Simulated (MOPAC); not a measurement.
MOPAC input (PM6):

```
PM6 FORCE THERMO(298,298) PRECISE LET UHF MS=0.5 GEO-OK AUX(PRECISION=9) THREADS=1
C6H13

C     2.52047605 1   -0.10568207 1   -0.43482580 1
C     1.14751477 1    0.48053999 1   -0.75216872 1
C     0.02881865 1   -0.11637360 1    0.13509818 1
C     0.12210963 1    0.35764162 1    1.53122713 1
C    -1.35514344 1    0.19191651 1   -0.48537975 1
C    -2.46198318 1   -0.68803039 1    0.08904505 1
H     2.80299949 1    0.06746783 1    0.61027389 1
H     3.29704123 1    0.34474019 1   -1.06307726 1
H     2.54669033 1   -1.18816536 1   -0.60400438 1
H     1.16874572 1    1.58065411 1   -0.63051282 1
H     0.91086627 1    0.29949557 1   -1.81887570 1
H     0.16037005 1   -1.23480036 1    0.15818405 1
H     1.05856201 1    0.64277911 1    1.95563745 1
H    -0.74425025 1    0.42083498 1    2.15080399 1
H    -1.30927574 1    0.05116430 1   -1.58296150 1
H    -1.60123219 1    1.25980354 1   -0.32851271 1
H    -2.27761212 1   -1.75008439 1   -0.10870490 1
H    -2.55068864 1   -0.56971952 1    1.17537255 1
H    -3.43432600 1   -0.43553788 1   -0.34851148 1
```

From the output:

```
     H   19   4.245334

          HEAT OF FORMATION =      -2.893528 KCALS/MOLE

          ZERO POINT ENERGY     100.156 KCAL/MOL

           NORMAL COORDINATE ANALYSIS (Total motion = 1 Angstrom)

   Root No.       1         2         3         4         5         6         7         8

                 1 A'      1 A"      2 A'      2 A"      3 A"      3 A'      4 A"      4 A'

                  61.9      73.2     142.2     146.5     160.9     214.5     306.9     371.4

           1   -0.0004    0.0001   -0.0031   -0.0014   -0.0024   -0.0019   -0.0177    0.0384
           2   -0.0119   -0.0062    0.0046    0.0029   -0.0026    0.0453   -0.0307    0.0193
           3    0.0474   -0.0210    0.0103    0.0022   -0.0085    0.0068   -0.0081   -0.0063
           4   -0.0004    0.0000   -0.0029   -0.0013   -0.0024    0.0002   -0.0175    0.0326
           5   -0.0016   -0.0045   -0.0005    0.0001   -0.0027   -0.0254    0.0102   -0.0003
           6   -0.0176    0.0323   -0.0083   -0.0162    0.0131    0.0102   -0.0236   -0.0209
           7   -0.0061   -0.0038   -0.0001   -0.0013   -0.0041    0.0220    0.0010    0.0021
           8    0.0008   -0.0025   -0.0017   -0.0008   -0.0027   -0.0365    0.0007    0.0056
           9   -0.0280    0.0008   -0.0063    0.0003    0.0008   -0.0113   -0.0002    0.0293
          10   -0.0161    0.0164    0.0072   -0.0026    0.0157    0.0016    0.0562   -0.0188
          11    0.0135    0.0108   -0.0109   -0.0018    0.0104   -0.0108    0.0373    0.0321
          12   -0.0362   -0.0032    0.0001    0.0005   -0.0031   -0.0278   -0.0111    0.0125
          13   -0.0031   -0.0126   -0.0007    0.0040   -0.0067    0.0255    0.0092   -0.0169
          14   -0.0034   -0.0039    0.0009    0.0016   -0.0034   -0.0087   -0.0156   -0.0330
          15   -0.0171   -0.0298   -0.0087    0.0156   -0.0113    0.0053    0.0253   -0.0112
          16    0.0235    0.0001   -0.0003    0.0015   -0.0010   -0.0381   -0.0316   -0.0326
          17    0.0039    0.0063    0.0064   -0.0028    0.0004    0.0213   -0.0019   -0.0277
          18    0.0427    0.0210    0.0097   -0.0022    0.0091    0.0140    0.0178    0.0078
          19    0.0335   -0.0314    0.0082    0.0096   -0.0139    0.0227   -0.0236    0.0576
          20   -0.0377    0.0522    0.1231    0.0690   -0.0736    0.0557   -0.0388    0.0345
          21    0.0786   -0.0706   -0.0551   -0.0321    0.0284    0.0125   -0.0067   -0.0055
          22    0.0077    0.0003   -0.0066   -0.0035   -0.0030   -0.0537    0.0165    0.0180
          23   -0.0152   -0.0053    0.0085    0.0052   -0.0040    0.0658   -0.0445    0.0280
          24    0.0377    0.0337    0.1528    0.0831   -0.0987   -0.0064    0.0034    0.0057
          25   -0.0423    0.0314   -0.0109   -0.0103    0.0096    0.0247   -0.0441    0.0389
          26    0.0088   -0.0666   -0.1131   -0.0619    0.0704    0.0771   -0.0509    0.0217
          27    0.0780   -0.0688   -0.0513   -0.0296    0.0264    0.0122   -0.0067   -0.0059
          28    0.0392   -0.0291    0.0056    0.0083   -0.0144   -0.0225   -0.0020    0.0509
          29   -0.0079    0.0287   -0.0045   -0.0144    0.0077   -0.0220   -0.0122   -0.0413
          30   -0.0385    0.0659   -0.0143   -0.0295    0.0247    0.0211   -0.0440   -0.0565
          31   -0.0341    0.0316   -0.0145   -0.0130    0.0094   -0.0146   -0.0238    0.0202
          32    0.0099   -0.0380    0.0017    0.0133   -0.0145   -0.0506    0.0374    0.0460
          33   -0.0387    0.0663   -0.0140   -0.0291    0.0252    0.0215   -0.0455   -0.0567
          34   -0.0019   -0.0194   -0.0020    0.0057   -0.0096    0.0275    0.0137   -0.0026
          35   -0.0085   -0.0128    0.0028    0.0038   -0.0064   -0.0504    0.0091    0.0136
          36   -0.0380    0.0038   -0.0008   -0.0011    0.0019   -0.0295   -0.0027    0.0322
          37   -0.0193    0.0173    0.0108    0.0968    0.1005   -0.0060    0.0517   -0.0322
          38    0.0175    0.0278   -0.0151   -0.1211   -0.0719   -0.0004    0.1069    0.0476
          39   -0.0387    0.0045    0.0032    0.0837    0.0750   -0.0336    0.0073    0.0008
          40   -0.0192    0.0298    0.0105   -0.0966   -0.0489   -0.0065    0.1121   -0.0310
          41    0.0176    0.0034   -0.0152    0.1212    0.1060   -0.0008    0.0016    0.0484
          42   -0.0388   -0.0138    0.0032   -0.0838   -0.0852   -0.0335   -0.0397    0.0006
          43   -0.0072   -0.0406   -0.0001    0.0151   -0.0164    0.0562    0.0373   -0.0636
          44    0.0278    0.0320    0.0111   -0.0119    0.0099   -0.0037   -0.0285   -0.0094
          45   -0.0440   -0.0645   -0.0169    0.0287   -0.0238    0.0075    0.0429   -0.0402
          46   -0.0171   -0.0022   -0.0018   -0.0020   -0.0048    0.0333    0.0002    0.0039
          47   -0.0452   -0.0495   -0.0094    0.0185   -0.0204    0.0150    0.0110   -0.0724
          48   -0.0274   -0.0597   -0.0128    0.0283   -0.0209    0.0101    0.0444   -0.0472
          49    0.0280   -0.0302    0.0915   -0.0512    0.0595   -0.0746   -0.0594   -0.0348
          50    0.0553    0.0674   -0.0453    0.0212   -0.0247    0.0115   -0.0177   -0.0271
          51    0.0641    0.0686   -0.0715    0.0418   -0.0400    0.0318    0.0272    0.0087
          52    0.0430    0.0546   -0.1280    0.0739   -0.0784   -0.0546   -0.0414   -0.0528
          53   -0.0314   -0.0369    0.0330   -0.0138    0.0125    0.0045   -0.0042   -0.0386
          54    0.0767    0.0660   -0.0282    0.0156   -0.0102    0.0278    0.0195    0.0163
          55    0.0210   -0.0137    0.0356   -0.0188    0.0218   -0.0417   -0.0349   -0.0299
          56   -0.0064   -0.0035    0.0364   -0.0200    0.0164    0.0738    0.0323   -0.0037
          57    0.0351   -0.0310    0.1444   -0.0787    0.0949   -0.0087    0.0003    0.0151

   Root No.       9        10        11        12        13        14        15        16

                 5 A'      5 A"      6 A'      6 A"      7 A'      7 A"      8 A'      8 A"

                 462.6     472.3     807.5     811.2     841.4     899.3     915.2     995.3

           1   -0.0303   -0.0118    0.0024   -0.0001   -0.0044   -0.0113    0.0086    0.0048
           2   -0.0140   -0.0122    0.0023    0.0011   -0.0070   -0.0137    0.0187    0.0207
           3   -0.0040    0.0035   -0.0033    0.0059   -0.0065   -0.0028   -0.0058   -0.0098
           4   -0.0223   -0.0104    0.0004    0.0006   -0.0010   -0.0010    0.0011    0.0016
           5   -0.0198    0.0454    0.0057    0.0022   -0.0163   -0.0237    0.0219   -0.0024
           6   -0.0066    0.0097   -0.0156    0.0245   -0.0173   -0.0032   -0.0022    0.0082
           7    0.0317    0.0329    0.0035    0.0005   -0.0033    0.0268    0.0222   -0.0128
           8   -0.0329    0.0218   -0.0051    0.0003    0.0063    0.0177   -0.0287   -0.0084
           9    0.0506   -0.0065    0.0007   -0.0001    0.0044   -0.0053    0.0165    0.0025
          10   -0.0156   -0.0173    0.0177    0.0029   -0.0178    0.0387   -0.0070    0.0095
          11    0.0267   -0.0114   -0.0214    0.0019    0.0301    0.0257    0.0040    0.0063
          12    0.0107    0.0034    0.0178   -0.0006    0.0106   -0.0077   -0.0221   -0.0019
          13    0.0238    0.0345   -0.0094   -0.0044    0.0103   -0.0208   -0.0206   -0.0038
          14    0.0108   -0.0295   -0.0008   -0.0047   -0.0088    0.0093    0.0076    0.0010
          15   -0.0157   -0.0144   -0.0136   -0.0238   -0.0195    0.0075    0.0021   -0.0078
          16    0.0222   -0.0160   -0.0038   -0.0006    0.0061   -0.0155   -0.0213    0.0229
          17    0.0208   -0.0063   -0.0019   -0.0016   -0.0000   -0.0040   -0.0011   -0.0024
          18   -0.0143    0.0020   -0.0021   -0.0058   -0.0086    0.0081    0.0001    0.0043
          19   -0.0286   -0.0474    0.0417   -0.0766    0.0776    0.0407   -0.0095   -0.0004
          20   -0.0111   -0.0382   -0.0065    0.0003    0.0119    0.0178   -0.0351   -0.0329
          21   -0.0058    0.0012    0.0232   -0.0351    0.0264    0.0062    0.0174    0.0200
          22   -0.0290    0.0479    0.0165    0.0038   -0.0457   -0.0840    0.1260    0.1092
          23   -0.0148   -0.0371   -0.0037   -0.0013    0.0120    0.0189   -0.0341   -0.0274
          24    0.0026    0.0006    0.0230   -0.0360    0.0278    0.0077    0.0182    0.0198
          25   -0.0326   -0.0344   -0.0493    0.0722   -0.0473    0.0028   -0.0850   -0.0925
          26   -0.0205   -0.0366   -0.0040   -0.0033    0.0140    0.0183   -0.0343   -0.0318
          27   -0.0057    0.0013    0.0206   -0.0349    0.0282    0.0083    0.0146    0.0142
          28   -0.0306   -0.0146   -0.0390    0.0604   -0.0465   -0.0114   -0.0531   -0.0447
          29   -0.0807    0.0648    0.0528   -0.0687    0.0275   -0.0153   -0.0059   -0.0557
          30   -0.0443    0.0277    0.0394   -0.0564    0.0343    0.0027    0.0099   -0.0071
          31   -0.0439   -0.0017    0.0380   -0.0617    0.0496    0.0104    0.0121    0.0117
          32    0.0270    0.0213   -0.0479    0.0772   -0.0551   -0.0192    0.0074    0.0228
          33   -0.0460    0.0272    0.0391   -0.0582    0.0364    0.0039    0.0086   -0.0064
          34    0.0269    0.0633   -0.0147   -0.0207   -0.0007   -0.0083    0.0223   -0.0795
          35   -0.0272    0.0418    0.0350   -0.0137    0.0023   -0.0055   -0.0354   -0.0526
          36    0.0452   -0.0125    0.0429    0.0041    0.0041    0.0016   -0.0055    0.0157
          37   -0.0499   -0.0253   -0.0846   -0.0084    0.0510   -0.0435    0.0380   -0.0127
          38    0.0689   -0.0788    0.1053   -0.0222   -0.0512   -0.1472   -0.0543   -0.0376
          39   -0.0180   -0.0292   -0.0675   -0.0210    0.0687   -0.1578    0.0144   -0.0399
          40   -0.0488   -0.0719   -0.0825   -0.0173    0.0462   -0.1052    0.0391   -0.0275
          41    0.0696    0.0147    0.1068    0.0053   -0.0544    0.0490   -0.0536    0.0109
          42   -0.0182    0.0483   -0.0679    0.0260    0.0697    0.1871    0.0142    0.0478
          43   -0.0210    0.0112    0.0399    0.0629    0.0416   -0.0145   -0.0086    0.0263
          44    0.0423   -0.0151   -0.0466   -0.0765   -0.0604    0.0165   -0.0063    0.0024
          45   -0.0505   -0.0290    0.0387    0.0580    0.0380   -0.0030    0.0127   -0.0011
          46    0.0712    0.0455   -0.0229   -0.0251    0.0010   -0.0184    0.0268   -0.0638
          47   -0.0132   -0.0443    0.0634    0.0921    0.0589   -0.0045    0.0469   -0.0162
          48   -0.0644   -0.0337    0.0362    0.0495    0.0250    0.0033   -0.0059    0.0285
          49    0.0284   -0.0453    0.0266    0.0319    0.0118    0.0152    0.0647   -0.0650
          50    0.0199   -0.0163    0.0462    0.0723    0.0531   -0.0064    0.0648   -0.0725
          51   -0.0177    0.0143    0.0056    0.0144    0.0166   -0.0119   -0.0150    0.0169
          52    0.0185   -0.0514   -0.0027   -0.0174   -0.0310    0.0286    0.0395   -0.0350
          53    0.0201   -0.0271   -0.0359   -0.0626   -0.0600    0.0281   -0.0027    0.0095
          54   -0.0151    0.0182    0.0320    0.0537    0.0479   -0.0200    0.0077   -0.0130
          55    0.0242   -0.0164    0.0036    0.0098    0.0129   -0.0148   -0.0092    0.0088
          56    0.0204    0.0579   -0.0122    0.0103    0.0507   -0.0843   -0.1236    0.1055
          57   -0.0079   -0.0068    0.0256    0.0333    0.0163    0.0119    0.0449   -0.0431

   Root No.      17        18        19        20        21        22        23        24

                 9 A'      9 A"     10 A'     10 A"     11 A'     11 A"     12 A'     12 A"

                1030.8    1045.3    1093.4    1128.4    1159.6    1161.6    1170.4    1183.5

           1    0.0003   -0.0018    0.0055    0.0559   -0.0154   -0.0059   -0.0044    0.0079
           2    0.0091   -0.0141   -0.0162   -0.0071    0.0123   -0.0017    0.0086    0.0028
           3    0.0161   -0.0166    0.0095    0.0035   -0.0150    0.0220    0.0179    0.0016
           4    0.0013    0.0003   -0.0057   -0.0540    0.0157    0.0076    0.0045   -0.0085
           5   -0.0076    0.0145    0.0242    0.0153   -0.0234    0.0079   -0.0185   -0.0308
           6   -0.0210    0.0236   -0.0084   -0.0023    0.0201   -0.0155   -0.0096    0.0092
           7    0.0057    0.0009    0.0188   -0.0367   -0.0095   -0.0075   -0.0153    0.0485
           8   -0.0104    0.0006   -0.0208   -0.0243    0.0127   -0.0049    0.0236    0.0321
```
